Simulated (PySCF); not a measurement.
## Arsenic: a sound run and one with changed settings

Sound run: As [Ar] 3d10 4s2 4p3, As⁺ [Ar] 3d10 4s2 4p2. Computed with PySCF 2.14 in cc-pVTZ-PP with ECP10MDF, with a scalar-relativistic core potential. In the sound run the correlated levels freeze 3s2 3p6 3d10 outside the core potential. The sound run starts from symmetry-adapted Hartree-Fock orbitals and uses a fine grid where one is needed.

Changed run: a valence shell is frozen. This setting is unsound on purpose.

```csv
species,method,sound run (hartree),changed run (hartree),converged
As,MP2,-331.28157,-331.22548,yes
As,CCSD(T),-331.29851,-331.23038,yes
As⁺,MP2,-330.91787,-330.86909,yes
As⁺,CCSD(T),-330.93489,-330.87104,yes
```

Ionisation energy of As:

```tsv
method	sound run (eV)	changed run (eV)
UHF	9.424	9.424
MP2	9.897	9.698
SCS-MP2	9.751	9.515
CCSD	9.863	9.773
CCSD(T)	9.895	9.778
```

Freezing a valence shell removes pair correlation that changes on ionisation.

For comparison, NIST gives 9.789 eV between the lowest levels.
